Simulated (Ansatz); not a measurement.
## Energy profile

The step: AlH₂Br ([AlH2][Br]) + PH₃ → AlPH₄ ([AlH2][PH2]) + HBr (still joined by a long Al–Br bond); bonds formed: Br2–H5; bonds broken: H5–P6; bonds weakened to dative contacts: Al1–Br2 (atoms numbered as in the saddle structure below).

| atom | x (Å) | y (Å) | z (Å) |
| --- | --- | --- | --- |
| Al1 | -0.9003 | -0.6376 | -0.4218 |
| Br2 | 1.1059 | 0.4096 | -1.9272 |
| H3 | -0.6353 | -2.1836 | -0.6130 |
| H4 | -2.1388 | 0.1670 | -0.9836 |
| H5 | 0.9759 | 0.5584 | -0.4347 |
| P6 | -0.0028 | 0.2499 | 1.5928 |
| H7 | 0.2439 | 1.6048 | 1.2532 |
| H8 | 1.3517 | -0.1683 | 1.5344 |

Electronic energies by CCSD(T) at an estimated basis limit (MP2 extrapolated from triple and quadruple zeta, plus CCSD(T) − MP2 in triple zeta), on PBE0-D4/def2-TZVP structures; AlPH5Br, singlet; no counterpoise correction. Computed with Ansatz 0.2.0 (basis: def2-TZVPP and def2-QZVPP); correlated methods freeze the cores. Filled d shells of the heavier atoms are correlated. The def2 sets are not built for correlating such inner shells, so the correlated values are less sure here. Extrapolation: Hartree–Fock as exp(−7.88 √X), correlation as X^−2.97.

Problem. Give the profile in eV, counted from the separated reactants. (An estimate is asked for; the value comes from the calculation.)

Solution. The calculation gives:
```tsv
point	eV
separated: AlH2Br (linked as [AlH2][Br]; Al1, Br2, H3, H4; singlet) + PH3 (H5, P6, H7, H8; singlet)	0.000
start structure	-0.705
saddle	1.119
end structure	0.954
separated: AlPH4 (linked as [AlH2][PH2]; Al1, H3, H4, P6, H7, H8; singlet) + HBr (Br2, H5; singlet)	1.244
```

No T1 diagnostic of these runs exceeds 0.014. The end structure is not quite a true minimum (one mode of 54i cm⁻¹).

For scale, one of the runs: CCSD(T)/def2-TZVPP, 202 basis functions, launched by `ansatz run in.yaml --threads 4 --pin off --events-out ev --progress --plain --max-ram 9574MiB`. The run took 81 s on 4 CPU threads of an Intel Xeon (shared host), with 2.3 GiB of host memory at its peak.
